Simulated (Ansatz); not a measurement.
```yaml
crystal:
  periodic: [true, true, true]
  atoms:
    - {symbol: F, position_ang: [-1.135279, -0.958843, 0.924977]}
    - {symbol: C, position_ang: [-0.355804, 0.092903, 0.701641]}
    - {symbol: F, position_ang: [0.539089, 0.170336, 1.684277]}
    - {symbol: Cl, position_ang: [-1.322217, 1.560276, 0.690262]}
    - {symbol: C, position_ang: [0.403171, -0.089864, -0.648431]}
    - {symbol: F, position_ang: [1.176619, 0.983863, -0.837169]}
    - {symbol: Cl, position_ang: [1.423903, -1.518407, -0.537529]}
    - {symbol: Cl, position_ang: [-0.729472, -0.240265, -1.978027]}
basis:
  gaussian: {orbitals: aug-cc-pVDZ}
hamiltonian: {xc: {name: CAM-B3LYP}}
```

```sh
$ ansatz run in.yaml --threads 2 --pin off --events-out ev --progress --plain --max-ram 32768MiB --backend cpu
```

(1) How does Ansatz answer? (An estimate is asked.)

Answers

(1) Computed: The program refused the input.
```
Error: YAML parse error: error: line 2 column 3: crystal: missing field `lattice` (a structure is typed as `lattice` and `atoms`, a molecule's as `atoms` in Å alone, or read from a run's directory, `checkpoint`)
 --> <input>:2:3
1 | crystal:
2 |   periodic: [true, true, true]
3 |   atoms:
4 |     - {symbol: F, position_ang: [-1.135279, -0.958843, 0.924977]}
```
